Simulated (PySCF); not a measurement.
# What a mistake does to a calculation on CH6NSi2 cation

These are calculations, not measurements. The program is PySCF 2.14.0, an open-source quantum chemistry code, run on an isolated molecule that a program drew, which may never have been made. The molecule is CH6NSi2 cation (charge +1, singlet), drawn as the SMILES string `N[SiH+]C=[SiH2]`.

Each row is a Hartree-Fock (HF) and frozen-core CCSD(T) single point in the cc-pV(D+d)Z basis, meant for a local HF minimum. Run 1 is clean. Each other run has one planted mistake out of seven kinds, and not every kind appears here: one electron removed, one electron added, multiplicity raised by two, geometry at a saddle point, minimal basis STO-3G, one bond length entered in bohr, all coordinates scaled. The reference is restricted for singlets and unrestricted otherwise, and also for a bond in bohr. Adding or removing an electron swaps singlet and doublet. Electrons count all cores. HOMO and LUMO are orbital energies over both spins, the gradient is its largest component, and the lowest frequency (negative if imaginary) is given only where the gradient is small. Bond lengths are over the 9 bonds as drawn. T1 is the CCSD diagnostic: over 0.02 (restricted) or 0.045 (unrestricted) a single reference is doubtful.

Geometry of the clean run:
```xyz
10
CH6NSi2 cation, angstrom
N    -1.1090    0.0621    2.5415
Si    0.3624    0.3255    1.8455
C     0.8969   -0.3191    0.3051
Si    0.0646   -1.3284   -0.8140
H    -1.3539    0.4643    3.4296
H    -1.8535   -0.4939    2.1627
H     1.2248    1.1797    2.6539
H     1.9089   -0.0243    0.0317
H    -1.3026   -1.7892   -0.5559
H     0.6716   -1.7738   -2.0672
```

| run | electrons | basis functions | <S^2> | HOMO (eV) | LUMO (eV) | gradient (hartree/bohr) | lowest frequency (cm^-1) | mean bond (Å) | longest bond (Å) | T1 | HF (hartree) | CCSD(T) (hartree) | mistake |
|---|---|---|---|---|---|---|---|---|---|---|---|---|---|
| 1 | 46 | 104 | 0.000 | -14.36 | -3.84 | 2.8e-05 | 117 | 1.4008 | 1.753 | 0.0164 | -673.44710 | -673.98863 | no fault |
| 2 | 46 | 104 | 0.000 | -14.05 | -3.94 | 2.5e-02 | - | 1.4456 | 1.809 | 0.0182 | -673.43659 | -673.98598 | all coordinates scaled |
| 3 | 46 | 104 | 0.696 | -14.27 | -3.86 | 2.5e-02 | - | 1.5000 | 1.896 | 0.0637 | -673.29144 | -673.83738 | one bond length entered in bohr |
| 4 | 46 | 104 | 2.024 | -11.00 | -5.72 | 7.9e-02 | - | 1.4008 | 1.753 | 0.0214 | -673.35288 | -673.86900 | multiplicity raised by two |
| 5 | 45 | 104 | 0.763 | -21.69 | -11.84 | 7.5e-02 | - | 1.4008 | 1.753 | 0.0253 | -672.97397 | -673.47315 | one electron removed |
| 6 | 46 | 34 | 0.000 | -11.94 | -0.60 | 2.1e-02 | - | 1.4008 | 1.753 | 0.0288 | -665.64160 | -665.89633 | ? |

**Which mistake was planted in run 6, and what did it cost?**

It has 34 basis functions where the clean run has 104, with the same electrons and geometry. So the mistake is: minimal basis STO-3G. Subtracting run 1 and multiplying by 627.51 kcal/mol a hartree, the energy moved by 4898.0 kcal/mol in HF and 5078.0 kcal/mol in CCSD(T).

Cautions from the logs. Run 3: T1 is over the limit, so its CCSD(T) energy is less reliable; run 6: T1 is over the limit, so its CCSD(T) energy is less reliable.
